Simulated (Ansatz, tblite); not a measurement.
Adding an electron: Cs₂Cl₂⁺. Charge 1, multiplicity 2. Geometry: r2SCAN-D4/def2-TZVP. Ansatz, gas phase; energy differences of separate SCF runs; the reduced species is a singlet (the triplet lies 2.17 eV higher at PBE0-D4/def2-TZVP).

```xyz
4

Cs    0.9708    1.6625    2.3830
Cs   -0.9636   -1.6644   -2.3846
Cl   -0.0973   -1.0650    0.7827
Cl    0.0901    1.0669   -0.7811
```

In the def2 sets Cs takes a core potential; there is no spin–orbit coupling. The xTB rows come from tblite. In the doublet, Cl3 and Cl4 lie 2.65 Å apart (atoms count from 1), so these atoms are partly bonded to each other. The structure comes from a short search, and lower isomers may exist.

| level | −HOMO (eV) | −LUMO (eV) | vertical EA (eV) | HOMO–LUMO gap (eV) |
| --- | --- | --- | --- | --- |
| GFN1-xTB | – | – | 11.30 | – |
| GFN2-xTB | – | – | 10.71 | – |
| PBE-D4/def2-TZVP | 9.03 | 7.97 | 4.96 | 1.06 |
| r2SCAN-D4/def2-TZVP | 9.42 | 7.81 | 4.97 | 1.61 |
| PBE0-D4/def2-TZVP | 10.46 | 7.03 | 5.05 | 3.43 |

  HOMO and LUMO are the levels of the spin that leaves or enters (xTB has no such levels and no spin-polarisation term). Other spin states of the ions may lie lower, which would lower the ionisation energy or raise the affinity. Raw xTB energy differences between charge states are shifted by several eV; the methods need an empirical correction for them.
